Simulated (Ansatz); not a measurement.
Basis sets compared for the cluster Sn4Cl4. Charge 0, multiplicity 1. Geometry PBE0-D4/def2-SVP. Ansatz on 4 threads of Intel Xeon on a shared host; times are rough, and most runs start from earlier orbitals.

```xyz
8

Sn   -1.5969   -1.3785   -0.2299
Sn    1.0234    0.1558   -0.8984
Sn    0.3283   -1.3110    2.1285
Sn   -1.9187    1.6338    0.0796
Cl   -0.1157   -1.7272   -2.3550
Cl    0.0629    1.4118    1.9605
Cl   -0.3587    2.5297   -1.6803
Cl    2.5753   -1.3143    0.9950
```

In the def2 sets Sn takes a core potential; there is no spin–orbit coupling. Another isomer (singlet) lies 0.31 eV lower at PBE0-D4/def2-TZVP; other spin states weren't run for this one.

Binding counts from free atoms (Sn triplet, Cl doublet) in the same basis, without a counterpoise term.

```csv
level,functions,energy (Eh),HOMO (eV),LUMO (eV),binding per atom (eV),wall time
PBE-D4/def2-SVP,176,-2697.0168,-4.74,-3.30,2.90,4.9 s
PBE0-D4/def2-SVP,176,-2697.1799,-5.56,-2.81,2.75,12 s
```

(1) Estimate the rows for PBE-D4/def2-TZVP (with forces), PBE0-D4/def2-TZVP.

## Answers

(1) 
```json
{"level": "PBE-D4/def2-TZVP (with forces)", "functions": "348", "energy (Eh)": "-2697.6751", "HOMO (eV)": "-4.82", "LUMO (eV)": "-3.41", "binding per atom (eV)": "2.87", "wall time": "18 s"}
{"level": "PBE0-D4/def2-TZVP", "functions": "348", "energy (Eh)": "-2697.8288", "HOMO (eV)": "-5.59", "LUMO (eV)": "-2.89", "binding per atom (eV)": "2.74", "wall time": "50 s"}
```
